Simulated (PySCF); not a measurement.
C₂H₆Mg, charge +1, doublet, at a GFN2-xTB geometry (such geometries of metal compounds can be far from the true shape) (a state made from the parent by changing its charge; the spin is typed, not shown lowest). Base run: PBE/6-31+G* (PySCF).

Input for PySCF:
```python
from pyscf import gto, scf, dft, solvent

mol = gto.M(
    atom='''
Mg    0.001733   -0.015998   -0.000812
C     1.675376    0.260918   -1.378819
H     2.354914   -0.572116   -1.199500
H     2.115239    1.225106   -1.124429
H     1.245620    0.245385   -2.380302
C    -1.677399   -0.242241    1.379767
H    -2.165251   -1.178956    1.110626
H    -2.315765    0.626264    1.218395
H    -1.243411   -0.265778    2.379267
''',
    basis='6-31+g*',
    charge=1,
    spin=1,
    verbose=4,
)

mf = dft.UKS(mol)
mf.xc = 'pbe'
mf.kernel()
```

Each row names what was changed in the base input (with any setting that the change needs).

| change | ΔE vs base (kcal/mol) |
|---|---|
| base | 0.000 |
| model = IEF-PCM; solvent = dichloromethane; lebedev_order = 11 | -60.19 |
| model = SS(V)PE; solvent = dichloromethane | -57.14 |
| model = IEF-PCM; solvent = dichloromethane; vdw_scale = 1.0 | -78.2 |
| model = IEF-PCM; solvent = n-hexane | -30.80 |
| model = IEF-PCM; solvent = dichloromethane; vdw_scale = 1.4 | -50.81 |
| model = IEF-PCM; solvent = chloroform | -52.98 |
| model = IEF-PCM; solvent = water | -67.7 |
| model = COSMO; solvent = dichloromethane | -57.34 |
| model = IEF-PCM; solvent = dichloromethane; vdw_scale = 1.1 | -67.6 |
| model = C-PCM; solvent = dichloromethane | -60.67 |
| model = IEF-PCM; solvent = dichloromethane; r_probe = 0.5 | -47.28 |

The base is the gas phase, so ΔE is the electrostatic part of solvation at a fixed geometry, without cavity and dispersion terms.

Open shells are given as the SCF converged; they aren't shown to be the lowest states, and a large step between rows can be another state.
